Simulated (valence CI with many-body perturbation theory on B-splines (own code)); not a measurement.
**Pb⁴³⁺: key properties**

Level of theory: relativistic CI+MBPT: three valence electrons over a frozen Dirac-Fock core [Kr], radial functions for each j: 7 s, 7 p, 8 d, 6 f, 4 g, 1 h, with the one-electron correlation potential Σ1, the two-electron term Σ2, the three-electron term Σ3, Breit, model QED; selected CI, second order for the rest, scaled by the run's own slope (own B-spline code, finite nucleus).

No measured spectrum was set against this ion. As an estimate, large intervals hold to a few tenths of a per cent, small ones and those within an open d or f shell to about a per cent. The list stops below the first excitations out of the core.

Levels are named by their leading jj configuration (3d3/2^4 stands for four electrons in 3d with j = 3/2), which in mixed levels can hold well under half, so a name can repeat and another be missing.

Rates and lifetimes use the calculated energies. Strong lines usually hold to 10 to 20 %, long lifetimes can be off by a factor of two.

Question: What is the ground level?

Answer: (4d3/2^3) J=3/2, composition 44 % 4d3 4F + 39 % 4d3 2D + 11 % 4d3 2P, g = 0.723.

Question: What is the ionisation energy?

Answer: 2164.6 eV; NIST lists 2163 ± 4 eV (theoretical).

Question: How well does LS coupling describe the low levels?

Answer: Among the lowest 19 levels the leading LS term, summed over configurations, holds 56 % on average. For single configurations the figures are 56 % in LS and 98 % in jj coupling. Terms mix most in the J = 3/2 level at 248360 cm⁻¹, where the leading one holds 39 %.
